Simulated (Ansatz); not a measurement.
Program: Ansatz. Geometries: PBE0-D4/def2-TZVP. ΔE: electronic, gas phase. CBS: MP2 limit from def2 TZ/QZ plus the TZ coupled-cluster correction, frozen cores. This one scheme is used for every species. DFT in def2-TZVPP. HSE06 is defined as in plane-wave codes. One conformer a species, not always the lowest.

Reaction (formal hydrolysis of a B–Si bond): `CB[SiH2]O` + H₂O → `CBO` + `O[SiH3]`

```csv
level,ΔE (eV)
LDA (SPW92),-1.78
PBE-D4,-1.68
BLYP-D4,-1.78
HSE06-D4,-1.70
ωB97M-V,-1.83
PBE,-1.72
r2SCANh,-1.80
MP2/def2-QZVPP,-1.83
```

Task: What does CCSD(T)/CBS give? (An estimate is asked.)

Result: Computed: -1.75 eV. The listed levels differ from it by -0.03, 0.07, -0.03, 0.05, -0.08, 0.03, -0.05, -0.08 eV.

Largest T1 diagnostic among the species: 0.012.

In def2-TZVPP, CCSD(T) changes the Hartree–Fock value by +0.15 eV (the triples alone add +0.01 eV) and MP2 by +0.10 eV. From BLYP to BHLYP (50 % exact exchange), in def2-TZVPP and without D4, ΔE moves by −0.06 eV. The D4 term adds +0.06 eV with B3LYP and +0.04 eV with PBE0; it sums over pairs of atoms, weighted by their polarisabilities, and B3LYP, whose exchange is more repulsive, gets the larger term.

B3LYP here is the variant with VWN-RPA as its local correlation; programs differ in this.
